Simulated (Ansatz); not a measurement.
Total energies of Cr(NH2)2 (CrN₂H₄) from Ansatz at PBE-D4/def2-TZVP, gas phase (1 Eh = 27.2114 eV = 2625.5 kJ/mol). The reference geometry is relaxed at PBE0-D4/def2-TZVP.

Cartesian coordinates in Å:
```
Cr -0.069 -0.365 -0.143
N 1.631 -0.051 -0.861
H 1.829 0.481 -1.699
H 2.509 -0.184 -0.374
N -1.657 -0.085 0.807
H -2.466 0.419 0.468
H -1.778 -0.215 1.803
```

| state | geometry | energy (Eh) |
| --- | --- | --- |
| charge 0 quintet | reference | -1156.10150 |
| charge 1 quartet | reference | -1155.82351 |
| free Cr atom (septet) | – | -1044.19823 |
| free N atom (quartet) | – | -54.53214 |
| free H atom (doublet) | – | -0.49962 |

Other spin states of the ions weren't run at this level and may lie lower.

Work out the vertical ionisation energy to the quartet.

E(charge 1 quartet) − E(charge 0 quintet) = -1155.82351 − (-1156.10150) = 0.27799 Eh = 7.56 eV. For comparison, −ε of the highest occupied level of the spin that leaves is 4.44 eV at this level, 3.12 eV less.

What is the binding energy per atom against free atoms?

Atoms: 1 × (-1044.19823) + 2 × (-54.53214) + 4 × (-0.49962) = -1155.26099 Eh. Binding: -1155.26099 − (-1156.10150) = 0.84051 Eh = 22.87 eV, or 3.27 eV for each of 7 atoms (no zero-point energy, no counterpoise term).

At PBE-D4/def2-TZVP the charge 1 quartet is spin-contaminated (final ⟨S²⟩ up to 3.98, 3.75 for a pure state).  The singlet lies 2.64 eV above the quintet at this level but is left out (at the level of its geometry, restricted singlet, unstable towards broken spin symmetry). With broken spin symmetry it lies 0.93 eV lower (⟨S²⟩ 1.55). The triplet lies 1.17 eV above the quintet at this level but is left out (at the level of its geometry, ⟨S²⟩ 3.03, where a pure state has 2.00).
